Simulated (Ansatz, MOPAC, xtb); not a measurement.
Spectroscopic constants of N2+, multiplicity 2 (lowest of 2S+1 = 2, 4 at CCSD(T)/def2-TZVPP on PBE0 minima; our sources give no spin for the ground state, which may be another).

The constants come from a fifth-degree fit in 1/R (seven points, main isotopes). In def2 and cc sets the state is the lowest found near the PBE0 minimum, followed along R.

Frozen-core correlation. CBS(a, b) extrapolates the correlation energy as X⁻³ and adds the Hartree–Fock energy of set b. The state that PM6 reach isn't checked.

Run with Ansatz (a program for electronic structure); MOPAC for PM6 (differences of heats of formation); xtb for the GFN methods. Each number belongs to the level named beside it. The GFN methods have no spin term and hold the electronic entropy of 300 K.

```
level                                  r_e (Å)  ω_e (cm⁻¹)  ω_e x_e (cm⁻¹)
-------------------------------------  -------  ----------  --------------
PM6                                      1.077        2455             7.4
GFN2-xTB                                 1.068        2554              15
B97M-V/def2-TZVPP                        1.103           …              14
PBE0/def2-TZVPP                          1.102        2371              14
CCSD/aug-cc-pVTZ                         1.114        2267              15
CCSD/aug-cc-pVQZ                         1.110        2286              15
CCSD(T)/def2-QZVPP                       1.119        2211              16
CCSD(T)/CBS(aug-cc-pVTZ, aug-cc-pVQZ)        …           …              16
```

Q: Complete the blanks.

A: 
- CCSD(T)/CBS(aug-cc-pVTZ, aug-cc-pVQZ), r_e (Å): 1.117
- CCSD(T)/CBS(aug-cc-pVTZ, aug-cc-pVQZ), ω_e (cm⁻¹): 2219
- B97M-V/def2-TZVPP, ω_e (cm⁻¹): 2349

Measured for the ground state: r_e 1.1164 Å, ω_e 2207 cm-1, ω_e x_e 16.062 cm-1, B_e 1.9318 cm-1, α_e 0.01881 cm-1 [Irikura, J. Phys. Chem. Ref. Data 36, 389 (2007)].

Doubts at one or more of the structures used: other coupled-cluster roots lie near (CCSD/aug-cc-pVTZ, CCSD/aug-cc-pVQZ, CCSD(T)/def2-QZVPP, CCSD(T)/CBS(aug-cc-pVTZ, aug-cc-pVQZ)).
